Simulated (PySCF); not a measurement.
A GIAO shielding run with PySCF 2.14.0 with density-fitted response routines (density fitting, non-relativistic, gas phase) on SMILES C=CCC1=C[C@@H](C=O)[SiH2]C1, C₈H₁₂OSi:

```
$ OMP_NUM_THREADS=1 python probes_run.py task.json out

{"job": {"kind": "nmr", "xc": "PBE0", "basis": "pcSseg-1"}, "charge": 0, "multiplicity": 1}
C      3.542629     0.245039     0.715876
C      2.643750     0.058728    -0.231498
C      1.584042    -1.002773    -0.201504
C      0.221516    -0.369752    -0.145047
C     -0.624891    -0.319128    -1.163485
C     -1.948303     0.366389    -1.000471
C     -3.106413    -0.540510    -1.144104
O     -4.208418    -0.220273    -1.509412
Si    -1.908019     1.036479     0.815764
C     -0.186053     0.287328     1.147426
H      3.584541    -0.383701     1.590711
H      4.281150     1.026238     0.655537
H      2.617587     0.704654    -1.099545
H      1.663013    -1.614574    -1.103710
H      1.731075    -1.643816     0.671097
H     -0.403501    -0.763175    -2.123843
H     -2.062201     1.193441    -1.705289
H     -2.893454    -1.585635    -0.836420
H     -2.962094     0.469675     1.656476
H     -1.944597     2.499350     0.827241
H     -0.194618    -0.452857     1.950035
H      0.562849     1.028258     1.431748
```

Hardware: 1 thread of an Arm Neoverse V1, shared host. The job also computes population analyses, field gradients, ring-centre shieldings.

(1) How large is the calculation?

(2) How long does it take, and how much memory does it need?

## Answers

(1) 82 electrons, 237 basis functions and 1246 auxiliary functions.

(2) 56 s of wall time, with 15 SCF cycles and 5 response iterations; peak memory 0.99 GiB. Times on a shared host scatter by some tens of per cent.
